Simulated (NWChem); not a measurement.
Everything below was run with NWChem. System: OPb, charge 1, spin multiplicity 2, at the geometry of a parent with another charge or spin, in a state set for the comparison that need not be this species' ground state. Its SCF solution wasn't tested for a lower state. Level: UB3LYP/x2c-SVPall-2c, scalar ZORA, VWN1-RPA local correlation.

The NWChem input:

```
start mol
memory heap 200 mb stack 900 mb global 1100 mb
charge 1
geometry units angstroms nocenter noautoz noautosym
  Pb     0.000000     0.000000     0.174633
  O      0.000000     0.000000    -1.789987
end
basis spherical
  * library x2c-svpall-2c
end
relativistic
  zora on
end
dft
  xc b3lyp
  odft
  mult 2
  semidirect memsize 60000000 filesize 0
  iterations 100
  grid fine
end
task dft energy
```

NWChem printed:

```
             Northwest Computational Chemistry Package (NWChem) 7.3.0
             --------------------------------------------------------

                                NWChem Input Module
                                -------------------

 Scaling coordinates for geometry "geometry" by  1.889725989
 (inverse scale =  0.529177249)

                             Geometry "geometry" -> ""
                             -------------------------

 Output coordinates in angstroms (scale by  1.889725989 to convert to a.u.)

  No.       Tag          Charge          X              Y              Z
 ---- ---------------- ---------- -------------- -------------- --------------
    1 Pb                  82.0000     0.00000000     0.00000000     0.17463300
    2 O                    8.0000     0.00000000     0.00000000    -1.78998700

 Effective nuclear repulsion energy (a.u.)     176.6958879294

            Nuclear Dipole moment (a.u.)
            ----------------------------
        X                 Y               Z
 ---------------- ---------------- ----------------
     0.0000000000     0.0000000000     0.0000188973


 Summary of "ao basis" -> "" (spherical)
 ------------------------------------------------------------------------------
       Tag                 Description            Shells   Functions and Types
 ---------------- ------------------------------  ------  ---------------------
 *                       x2c-svpall-2c                on all atoms

                                 NWChem DFT Module
                                 -----------------

 Summary of "ao basis" -> "ao basis" (spherical)
 ------------------------------------------------------------------------------
       Tag                 Description            Shells   Functions and Types
 ---------------- ------------------------------  ------  ---------------------
 Pb                      x2c-svpall-2c              27       89   7s11p7d2f
 O                       x2c-svpall-2c               6       14   3s2p1d

 Summary of "ao basis" -> "ao basis" (spherical)
 ------------------------------------------------------------------------------
[...]
    beta      1      2      4      3      5      6      7      8      9     11
 overlap   1.000  1.000  0.710  0.710  1.000  1.000  0.999  0.999  1.000  1.000

   alpha     11     12     13     14     15     16     17     18     19     20
    beta     10     12     13     14     15     16     17     18     19     21
 overlap   1.000  0.999  0.999  1.000  1.000  0.999  0.999  1.000  1.000  0.987

   alpha     21     22     23     24     25     26     27     28     29     30
    beta     20     22     23     24     25     26     27     29     28     30
 overlap   0.987  0.998  0.998  1.000  1.000  0.979  0.979  1.000  1.000  1.000

   alpha     31     32     33     34     35     36     37     38     39     40
    beta     31     32     33     34     35     36     37     38     39     40
 overlap   1.000  1.000  0.871  0.871  1.000  0.977  0.970  0.970  0.997  0.997

   alpha     41     42     43     44     45     46     47     48     49     50
    beta     41     42     45     44     43     47     46     48     49     51
 overlap   0.975  0.965  0.952  0.998  0.998  0.915  0.915  0.980  0.998  0.997

   alpha     51     52     53     54     55     56     57     58     59     60
    beta     50     52     53     54     56     55     57     60     59     58
 overlap   0.997  0.999  0.999  0.995  0.879  0.879  0.999  0.996  0.999  0.999

   alpha     61     62     63     64     65     66     67     68     69     70
    beta     61     62     63     64     65     66     67     68     72     71
 overlap   0.997  1.000  1.000  1.000  1.000  0.959  0.959  0.999  1.000  1.000

   alpha     71     72     73     74     75     76     77     78     79     80
    beta     70     69     73     74     75     76     77     78     79     80
 overlap   1.000  1.000  0.999  0.817  0.817  1.000  0.998  0.998  1.000  0.996

   alpha     81     82     83     84     85     86     87     88     89     90
    beta     81     82     83     84     85     86     87     88     89     90
 overlap   0.996  1.000  1.000  1.000  0.997  0.997  1.000  0.987  0.987  1.000

   alpha     91     92     93     94     95     96     97     98     99    100
    beta     91     92     93     94     95     96     97     98     99    100
 overlap   1.000  1.000  0.997  0.997  1.000  1.000  1.000  0.916  0.916  1.000

   alpha    101    102    103
    beta    102    101    103
 overlap   0.992  0.992  1.000

     --------------------------
     Expectation value of S2:
     --------------------------
      <S2> =      0.7632 (Exact =     0.7500)

 center of mass
 --------------
 x =   0.00000000 y =   0.00000000 z =   0.06487391

 moments of inertia (a.u.)
 ------------------
         204.719065377984           0.000000000000           0.000000000000
           0.000000000000         204.719065377984           0.000000000000
           0.000000000000           0.000000000000           0.000000000000

     Multipole analysis of the density
     ---------------------------------

     L   x y z        total         alpha         beta         nuclear
     -   - - -        -----         -----         ----         -------
     0   0 0 0      1.000000    -45.000000    -44.000000     90.000000

     1   1 0 0      0.000014      0.000007      0.000007      0.000000
     1   0 1 0     -0.000011     -0.000010     -0.000001      0.000000
     1   0 0 1      1.311413      1.949845     -0.638451      0.000019

     2   2 0 0    -21.940315    -11.116490    -10.823826      0.000000
     2   1 1 0      0.000001      0.000004     -0.000003      0.000000
     2   1 0 1      0.000004      0.000002      0.000002      0.000000
     2   0 2 0    -21.940312    -11.116471    -10.823840      0.000000
     2   0 1 1     -0.000012      0.000000     -0.000012      0.000000
     2   0 0 2    -24.279293    -68.852762    -55.891840    100.465309

 Task  times  cpu:       22.5s     wall:       22.5s

 Total times  cpu:       22.6s     wall:       22.6s
```
